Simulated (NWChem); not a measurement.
System: MgF2; SMILES [F][Mg][F]

Results from NWChem. All runs use the structure optimised with B3LYP/6-31G* (spherical d). Total energies compare along this basis series because the functional is fixed.

```json
[
 {"level": "Hartree-Fock/cc-pVDZ", "basis functions": "46", "energy (Ha)": "-398.6236", "highest occupied level (eV)": "-15.21", "orbital gap (eV)": "15.86", "relative time": "1"},
 {"level": "Hartree-Fock/aug-cc-pVDZ", "basis functions": "73", "energy (Ha)": "-398.6526", "highest occupied level (eV)": "-15.50", "orbital gap (eV)": "15.58", "relative time": "2"},
 {"level": "Hartree-Fock/cc-pVTZ", "basis functions": "94", "energy (Ha)": "-398.7018", "highest occupied level (eV)": "-15.38", "orbital gap (eV)": "15.86", "relative time": "3"},
 {"level": "Hartree-Fock/aug-cc-pVTZ", "basis functions": "142", "energy (Ha)": "-398.7074", "highest occupied level (eV)": "-15.51", "orbital gap (eV)": "15.56", "relative time": "8"},
 {"level": "Hartree-Fock/cc-pVQZ", "basis functions": "169", "energy (Ha)": "-398.7236", "highest occupied level (eV)": "-15.46", "orbital gap (eV)": "15.77", "relative time": "9"}
]
```

Relative times are rough (shared machine, one core).
